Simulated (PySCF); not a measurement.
**Mayer bond orders and bond lengths**

Compound: C5H12O2Si.
SMILES with atom numbers: `[CH3:1][CH2:2][O:3][CH2:4][SiH:5]1[CH2:6][O:7][CH2:8]1` (hydrogens: H9, H10, H11 on C1; H12, H13 on C2; H14, H15 on C4; H16 on Si5; H17, H18 on C6; H19, H20 on C8)

Structure used (GFN2-xTB), in Å, numbered top down from 1:
```
atom  x, y, z in Å
C1     3.0448    0.2310    0.8754
C2     2.4299   -0.9164    0.0767
O3     1.0206   -0.9681    0.1360
C4     0.3526    0.0554   -0.5770
Si5   -1.4777   -0.4590   -0.4708
C6    -2.8365    0.7113   -1.1696
O7    -3.4697    0.8350    0.1111
C8    -2.5537    0.1693    0.9932
H9     2.6552    0.2246    1.8904
H10    2.8206    1.1920    0.4183
H11    4.1240    0.1099    0.9107
H12    2.7580   -1.8738    0.4904
H13    2.7544   -0.8558   -0.9740
H14    0.7090    0.0838   -1.6163
H15    0.5506    1.0396   -0.1361
H16   -1.6323   -1.8752   -0.8079
H17   -3.5416    0.2935   -1.8904
H18   -2.5250    1.6966   -1.5316
H19   -2.1017    0.8923    1.6805
H20   -3.0866   -0.5752    1.5880
```

Bond orders from the PBE0/pcSseg-1 density (PySCF). The structure is a single GFN2-xTB conformer in the gas phase; no vibrational or solvent corrections.

Where do the orders between heavy atoms depart from those drawn in the SMILES?

The largest departure is 0.121, at O3–C4 (drawn single, 0.879). Drawn single, order below 0.88: O3–C4 (0.879).

Give the Mayer order of every bond, beside its length.

```json
{"bond": "C1–C2", "drawn as": "single", "length (Å)": "1.527", "Mayer order": "1.055"}
{"bond": "C2–O3", "drawn as": "single", "length (Å)": "1.412", "Mayer order": "0.918"}
{"bond": "O3–C4", "drawn as": "single", "length (Å)": "1.415", "Mayer order": "0.879"}
{"bond": "C4–Si5", "drawn as": "single", "length (Å)": "1.904", "Mayer order": "0.887"}
{"bond": "Si5–C6", "drawn as": "single", "length (Å)": "1.925", "Mayer order": "0.921"}
{"bond": "C6–O7", "drawn as": "single", "length (Å)": "1.434", "Mayer order": "0.903"}
{"bond": "O7–C8", "drawn as": "single", "length (Å)": "1.435", "Mayer order": "0.901"}
{"bond": "C8–Si5", "drawn as": "single", "length (Å)": "1.923", "Mayer order": "0.941"}
{"bond": "C1–H9", "drawn as": "single", "length (Å)": "1.087", "Mayer order": "0.961"}
{"bond": "C1–H10", "drawn as": "single", "length (Å)": "1.088", "Mayer order": "0.960"}
{"bond": "C1–H11", "drawn as": "single", "length (Å)": "1.086", "Mayer order": "0.962"}
{"bond": "C2–H12", "drawn as": "single", "length (Å)": "1.093", "Mayer order": "0.959"}
{"bond": "C2–H13", "drawn as": "single", "length (Å)": "1.101", "Mayer order": "0.945"}
{"bond": "C4–H14", "drawn as": "single", "length (Å)": "1.099", "Mayer order": "0.934"}
{"bond": "C4–H15", "drawn as": "single", "length (Å)": "1.096", "Mayer order": "0.930"}
{"bond": "Si5–H16", "drawn as": "single", "length (Å)": "1.464", "Mayer order": "0.928"}
{"bond": "C6–H17", "drawn as": "single", "length (Å)": "1.091", "Mayer order": "0.950"}
{"bond": "C6–H18", "drawn as": "single", "length (Å)": "1.095", "Mayer order": "0.937"}
{"bond": "C8–H19", "drawn as": "single", "length (Å)": "1.095", "Mayer order": "0.936"}
{"bond": "C8–H20", "drawn as": "single", "length (Å)": "1.092", "Mayer order": "0.950"}
```

Bonds between the same two heavy elements. C–O: lowest O3–C4 (0.879, 1.415 Å), highest C2–O3 (0.918, 1.412 Å); in 2 of the 6 pairs the longer bond (by over 0.003 Å) has the higher order (by 0.02 or more). C–Si: lowest C4–Si5 (0.887, 1.904 Å), highest C8–Si5 (0.941, 1.923 Å); in 2 of the 3 pairs the longer bond (by over 0.003 Å) has the higher order (by 0.02 or more).

Sum the orders of all bonds at each heavy atom with more than one neighbour and set the sums beside the valence in the SMILES.

C1 3.938 (drawn 4), C2 3.877 (drawn 4), O3 1.797 (drawn 2), C4 3.630 (drawn 4), Si5 3.677 (drawn 4), C6 3.711 (drawn 4), O7 1.804 (drawn 2), C8 3.728 (drawn 4). Orders between atoms that aren't bonded are not in these sums.

Mayer orders depend on the basis set.
